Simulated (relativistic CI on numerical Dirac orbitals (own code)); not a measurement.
# How the errors of a small relativistic CI change along the 25-electron sequence

Levels calculated with a relativistic CI code on KLI orbitals, against measured ones, in five cumulative steps: (1) Dirac-Coulomb, each configuration alone; (2) with Breit and QED terms; (3) with configuration mixing; (4) with scaled Slater integrals; (5) with a P86 correlation estimate. Each ion has its own short list of configurations; levels above 2,000 cm⁻¹ that pair in every step are counted, and ions without enough such levels are left out. The scale is 0.85 up to charge 4 and 0.9 beyond; P86 is a density functional added for each configuration.

Median relative error (%):

| Ion | Ground | Levels | (1) | (2) | (3) | (4) | (5) |
| --- | --- | --- | --- | --- | --- | --- | --- |
| Mn | 3d5 4s2 | 15 | 50.8 | 49.9 | 33.4 | 29.6 | 23.7 |
| Fe⁺ | 3d6 4s | 113 | 15.6 | 15.3 | 14.0 | 5.9 | 5.0 |
| Co²⁺ | 3d7 | 58 | 12.2 | 11.8 | 12.0 | 9.7 | 3.8 |
| Ni³⁺ | 3d7 | 49 | 5.7 | 5.5 | 5.3 | 4.2 | 0.7 |
| Cu⁴⁺ | 3s2 3d7 | 60 | 1.9 | 1.9 | 2.0 | 2.4 | 0.8 |
| Zn⁵⁺ | 3s2 3d7 | 35 | 2.2 | 2.1 | 2.1 | 1.6 | 1.3 |

Mean absolute error (cm⁻¹):

```
 Ion   (1)   (2)   (3)   (4)   (5)
  Mn  7750  7699  7218  6153  4820
 Fe⁺  5781  5768  5795  3425  2316
Co²⁺  7379  7241  6875  6459  2420
Ni³⁺  5557  5388  5178  4234   727
Cu⁴⁺  4285  4139  3815  4282  1313
Zn⁵⁺  6026  5892  5485  3311  1593
```

In step (3), fully ab initio, the relative error is 33.4 % for Mn and 2.1 % for Zn⁵⁺, while the absolute error goes from 7218 to 5485 cm⁻¹. Level energies grow with the charge (linearly within a shell, quadratically where n changes), mostly faster than the correlation that the model misses, so the relative error falls. The sets of levels differ from ion to ion, which blurs the trend. Mixing (step 3) lowers the mean absolute error for 5 of the 6 ions and scaling (step 4) for 5. The P86 step changes the mean absolute error by a factor of 0.8 for the first ion and 0.5 for the last.

Sources of the measured levels: Mn, NIST Handbook of Basic Atomic Spectroscopic Data (Sansonetti and Martin, J. Phys. Chem. Ref. Data 34, 1559 (2005)); Fe⁺, NIST Handbook of Basic Atomic Spectroscopic Data (Sansonetti and Martin, J. Phys. Chem. Ref. Data 34, 1559 (2005)); Co²⁺, Sugar and Corliss, J. Phys. Chem. Ref. Data 10, 1097 (1981); Ni³⁺, Corliss and Sugar, J. Phys. Chem. Ref. Data 10, 197 (1981); Cu⁴⁺, Sugar and Musgrove, J. Phys. Chem. Ref. Data 19, 527 (1990); Zn⁵⁺, Sugar and Musgrove, J. Phys. Chem. Ref. Data 24, 1803 (1995). Some J values or terms were assigned by a fit.
